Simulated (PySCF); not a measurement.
Structure problem from calculated spectra and properties.

Formula: C3H11NSi.

| Item | Value |
| --- | --- |
| 1H NMR | chemical shifts (computed TMS as zero) by class: 4.57 (1 H), 2.68 (3 H), 0.04 (6 H), -0.60 (1 H) ppm [GIAO B3LYP/pcSseg-1] |
| 13C NMR | chemical shifts (computed TMS as zero) by class: 32.1 (1 C), -1.0 (2 C) ppm [GIAO B3LYP/pcSseg-1] |
| XPS | Si2p3/2 106.2, C1s 290.0 (×2), C1s 291.4, N1s 404.1, Si1s 1846.1 eV [ΔSCF SCAN, pcX-2 on the ionised atom, pcseg-1 elsewhere, spin-free X2C, 2p3/2 from a spin–orbit splitting computed afterwards within the 2p shell] |
| Rotational structure | rotational constants A, B, C: 5.178, 2.622, 1.945 GHz [PBE0-D3(BJ)/def2-SVP] |
| Polarisability | 74.4 au [B3LYP/def2-SVPD] |
| Triplet | lowest triplet excitation (Tamm–Dancoff): 5.44 eV [TDA B3LYP/def2-SVPD] |
| NMR, other nuclei | isotropic shieldings of nuclei other than C and H, by class: 239 (1 N), 348 (1 Si) ppm [GIAO B3LYP/pcSseg-1] |
| UV, strongest line | among the 10 lowest singlet transitions: S9 at 7.92 eV (157 nm, f = 0.031) [TDDFT B3LYP/def2-SVPD] |
| Valence photoelectron | vertical ionisation energy: 8.47 eV [ΔSCF B3LYP/def2-SVPD] |

The electronic properties come from PySCF, for the isolated species, density fitting. Levels stand in brackets. Isolated species at its PBE0-D3(BJ)/def2-SVP geometry (one conformer only). NMR classes are plain means over equivalent atoms (diastereotopic ones count apart unless rotation or inversion swaps them), as if these changed places fast.

**Question.** Give a SMILES that accounts for the data.

**Answer.** 3 carbons fall into 2 classes; from least to most shielded: carbon bonded to N and 3 H (32.1 ppm), carbon bonded to Si and 3 H (-1.0 ppm, 2 C, up to 3.7 ppm apart in this geometry). Hydrogen classes from least to most shielded: 1 H on a silicon bonded to 2 C, N and H (4.57 ppm), 3 H on a carbon bonded to N and 3 H (2.68 ppm), 6 H on 2 like atoms (carbon bonded to Si and 3 H) (0.04 ppm, a mean of values up to 0.6 ppm apart in this geometry), 1 H on a nitrogen bonded to C, Si and H (-0.60 ppm). The other shieldings belong to: 239 ppm, nitrogen bonded to C, Si and H; 348 ppm, silicon bonded to 2 C, N and H. The core levels belong to: Si2p3/2 106.2 eV, silicon bonded to 2 C, N and H; C1s 290.0 eV, carbon bonded to Si and 3 H; C1s 291.4 eV, carbon bonded to N and 3 H; N1s 404.1 eV, nitrogen bonded to C, Si and H; Si1s 1846.1 eV, silicon bonded to 2 C, N and H. One atom of each topological class was ionised and stands for its class. The optimised geometry has point group C1 and is an asymmetric top. Structure: `CN[SiH](C)C` (SiHMe2(NHMe)). Computed isomers that give other values at the same levels: `C[SiH2]N(C)C` (core binding energies: Si2p3/2 106.4, C1s 290.1, C1s 291.4 (×2), N1s 404.1, Si1s 1846.3 eV); `[H][Si]([H])([H])NC(C)C` (13C chemical shifts (computed TMS as zero) by class: 48.0 (1 C), 26.5 (2 C) ppm); `[H][Si]([H])([H])N(C)CC` (13C chemical shifts (computed TMS as zero) by class: 52.1 (1 C), 38.1 (1 C), 14.4 (1 C) ppm). The assignments are read from this structure; whether some other isomer fits the data as well wasn't checked.
